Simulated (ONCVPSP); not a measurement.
Transferability test, ONCV potential for Fe

* Element: iron (Fe)
* Generator: ONCVPSP 4.0.1
* Type: optimised norm-conserving Vanderbilt (ONCV)
* Functional: LDA (Perdew-Wang 92)
* Relativity: scalar-relativistic
* Frozen core: [Ne]
* Valence charge: 16
* Reference configuration: 3s2 3p6 3d6 4s2
* Partial waves: 3s+4s: rc 1.20 bohr, ncon 4, nbas 7, qcut 9.3 1/bohr, 3 projectors, debl 3.3 Ha; 3p: rc 1.15 bohr, ncon 4, nbas 7, qcut 13.9 1/bohr, 1 projector; 3d: rc 1.35 bohr, ncon 4, nbas 9, qcut 11.4 1/bohr, 1 projector
* Local potential: polynomial inside 0.90 bohr (lpopt 2, dvloc0 2 Ha)
* Core correction: Teter function, fcfact 4, rcfact 1.75

Energies are relative to the spin-unpolarised reference configuration 3s2 3p6 3d6 4s2; without spin polarisation the order of configurations can differ from experiment.

(1) Give the all-electron excitation energy and the error of the potential for: 3s2 3p6 3d6 4s1; 3s2 3p6 3d6 4s0; 3s2 3p6 3d5 4s0; 3s2 3p6 3d6 4s0 4p2.

Results:

(1)

| valence configuration | charge | ΔE all-electron (eV) | error AE − PS (meV) |
| --- | --- | --- | --- |
| 3s2 3p6 3d6 4s1 | +1 | 8.974 | +0.1 |
| 3s2 3p6 3d6 4s0 | +2 | 25.459 | +2.1 |
| 3s2 3p6 3d5 4s0 | +3 | 59.993 | -10 |
| 3s2 3p6 3d6 4s0 4p2 | 0 | 8.611 | +13 |
